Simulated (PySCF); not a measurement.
SMILES C(=C=C=C(C#N)F)=CF, C6HF2N

Geometry (Å), atoms numbered from 1 in this order:
```xyz
10

N    -3.102    1.816   -1.848
C    -2.679    0.936   -1.223
C    -2.149   -0.148   -0.456
F    -3.038   -1.085   -0.140
C    -0.880   -0.214   -0.093
C     0.357   -0.226    0.230
C     1.595   -0.245    0.555
C     2.881   -0.294    0.836
F     3.401    0.218    1.936
H     3.626   -0.762    0.181
```

Method: quadratic response CAM-B3LYP/aug-cc-pVDZ first hyperpolarisability, Taylor convention, gas phase (PySCF 2.14.0). Geometry: PBE0-D3(BJ)/def2-SVP.

Question: Give the tensor of the second harmonic β(−2ω;ω,ω) at 1907 nm in the axes of these coordinates.

Answer: In au, Taylor convention; rows are the first index (the induced dipole):
|  | xx | yy | zz | xy | xz | yz |
| --- | --- | --- | --- | --- | --- | --- |
| x | -164.6 | -5.8 | +37.1 | -27.3 | +71.1 | -16.5 |
| y | -22.4 | +8.6 | -8.2 | -6.1 | -14.8 | +10.5 |
| z | +65.3 | +10.5 | +31.6 | -15.9 | +35.9 | -8.7 |

Norm of βᵢ = ⅓ Σⱼ (βᵢⱼⱼ + βⱼᵢⱼ + βⱼⱼᵢ): 176.2 au, hyper-Rayleigh value 84.5 au.
